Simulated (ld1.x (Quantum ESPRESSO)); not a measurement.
**An all-electron radial function and its pseudo partner (B (Z = 5))**

Columns: radius, all-electron u(r) and pseudo u(r) of the 2s shell (level -9.44 eV) of boron in the configuration [He] 2s2 2p1; PBE, non-relativistic, ultrasoft scheme, ld1.x (Quantum ESPRESSO) 7.5.

```json
{"r (bohr)": "0.130", "all-electron": "0.2958", "pseudo": "-0.1192"}
{"r (bohr)": "0.260", "all-electron": "0.2590", "pseudo": "-0.2347"}
{"r (bohr)": "0.390", "all-electron": "0.1014", "pseudo": "-0.3429"}
{"r (bohr)": "0.520", "all-electron": "-0.0846", "pseudo": "-0.4408"}
{"r (bohr)": "0.650", "all-electron": "-0.2594", "pseudo": "-0.5262"}
{"r (bohr)": "0.780", "all-electron": "-0.4075", "pseudo": "-0.5976"}
{"r (bohr)": "0.910", "all-electron": "-0.5257", "pseudo": "-0.6542"}
{"r (bohr)": "1.040", "all-electron": "-0.6149", "pseudo": "-0.6961"}
{"r (bohr)": "1.170", "all-electron": "-0.6767", "pseudo": "-0.7243"}
{"r (bohr)": "1.300", "all-electron": "-0.7149", "pseudo": "-0.7399"}
{"r (bohr)": "1.430", "all-electron": "-0.7333", "pseudo": "-0.7444"}
{"r (bohr)": "1.560", "all-electron": "-0.7358", "pseudo": "-0.7395"}
{"r (bohr)": "1.690", "all-electron": "-0.7259", "pseudo": "-0.7265"}
{"r (bohr)": "1.820", "all-electron": "-0.7065", "pseudo": "-0.7065"}
{"r (bohr)": "1.950", "all-electron": "-0.6802", "pseudo": "-0.6802"}
{"r (bohr)": "2.080", "all-electron": "-0.6492", "pseudo": "-0.6492"}
{"r (bohr)": "2.210", "all-electron": "-0.6150", "pseudo": "-0.6150"}
{"r (bohr)": "2.340", "all-electron": "-0.5791", "pseudo": "-0.5791"}
{"r (bohr)": "2.470", "all-electron": "-0.5424", "pseudo": "-0.5424"}
{"r (bohr)": "2.600", "all-electron": "-0.5059", "pseudo": "-0.5059"}
{"r (bohr)": "2.730", "all-electron": "-0.4700", "pseudo": "-0.4700"}
{"r (bohr)": "2.860", "all-electron": "-0.4353", "pseudo": "-0.4353"}
{"r (bohr)": "2.990", "all-electron": "-0.4021", "pseudo": "-0.4021"}
{"r (bohr)": "3.120", "all-electron": "-0.3704", "pseudo": "-0.3704"}
{"r (bohr)": "3.250", "all-electron": "-0.3406", "pseudo": "-0.3406"}
{"r (bohr)": "3.380", "all-electron": "-0.3126", "pseudo": "-0.3126"}
```

(1) How many radial nodes do the two functions have?

(2) At about which radius was the pseudo-wave matched?

(3) Where does each function peak?

(4) Is the pseudo-wave norm-conserving?

Answers

(1) The all-electron 2s function has n − l − 1 = 1; the pseudo-wave has 0, since the states of the same l below it are removed with the core.

(2) 1.85 bohr, where the columns begin to agree (steps of 0.13 bohr).

(3) Outermost all-electron maximum near 1.56 bohr, pseudo maximum near 1.43 bohr (to the table’s step).

(4) No, it belongs to an ultrasoft set: the norm inside the radius is not constrained, and the difference is carried by the augmentation charge.
